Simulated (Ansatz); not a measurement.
Reaction (homolysis of the Al–Cl bond): `[SH][Al]([SH])[Cl]` → `[SH][Al][SH]`• + Cl•

Calculated with Ansatz (gas phase, PBE0-D4/def2-TZVP geometries, no zero-point term in ΔE). CBS: MP2 limit from def2 TZ/QZ plus the TZ coupled-cluster correction, frozen cores. This one scheme is used for every species, atoms too. No spin–orbit coupling; open shells (•) take unrestricted orbitals. Spin–orbit coupling would lower the free atoms: a little for Cl. One conformer a species, not always the lowest.

| species | CCSD(T)/CBS(def2) energy (Eh) |
| --- | --- |
| `[SH][Al]([SH])[Cl]` | -1498.71313 |
| `[SH][Al][SH]`• | -1038.81241 |
| Cl• | -459.70966 |

Question: Work out ΔE.

Answer: ΔE = (-1038.81241) + (-459.70966) − (-1498.71313) = 0.19106 Eh = +119.9 kcal/mol.

Largest T1 diagnostic among the species: 0.015.

In def2-TZVPP, CCSD(T) changes the Hartree–Fock value by +23.5 kcal/mol (the triples alone add +1.9 kcal/mol) and MP2 by +28.3 kcal/mol; breaking electron pairs costs correlation energy, which Hartree–Fock lacks. Leaving LDA and LC-ωPBE aside and taking each functional with its dispersion term where it has one, the values, not all of them listed here, spread over 8.8 kcal/mol, from BLYP-D4 to B97M-V. LDA lies +13.7 kcal/mol from PBE without D4, its usual overbinding. From BLYP to BHLYP (50 % exact exchange), in def2-TZVPP and without D4, ΔE moves by +2.4 kcal/mol.
